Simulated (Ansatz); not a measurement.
The O4–H5 bond of H3OSb (SMILES [OH][SbH2]) is stretched (multiplicity 1, the rest rigid).
Geometry at rest (charge 0, multiplicity 1):
```xyz
5

Sb    -0.140    -0.189     0.173
H     -1.579    -0.001    -0.749
H      0.346    -1.501    -0.826
O      0.877     1.170    -0.871
H      1.355     1.753    -0.272
```

Correlated levels freeze the cores. Filled d and f shells under p-block atoms count as core.

Codes used: Ansatz (Gaussian basis) for Hartree–Fock, density functionals and correlated methods.  In def2 rows elements past Kr take small-core potentials, without spin–orbit coupling.

FIC-MRCISD+Q on CASSCF(4,3)/def2-TZVPP, total energies (hartree):

```tsv
R (Å)	CASSCF	MRCISD	weight c² of the reference
0.963	-315.913801	-316.258695	0.89880
1.685	-315.797954	-316.129490	0.89628
3.081	-315.755402	-316.076875	0.89679
```

Q: Add the Davidson correction (E_MRCISD − E_CASSCF)(1 − c²)/c² and give the energies above the first point at the three levels.

A: 
Corrections (hartree): -0.038833, -0.038367, -0.036997. Above the first point (kcal/mol):
- R = 1.685 Å: CASSCF 72.7, MRCISD 81.1, with the correction 81.4
- R = 3.081 Å: CASSCF 99.4, MRCISD 114.1, with the correction 115.2

Doubts at one or more of the structures used: active orbitals that take no part (FIC-MRCISD+Q on CASSCF(4,3)/def2-TZVPP).

Ansatz is an electronic-structure program.
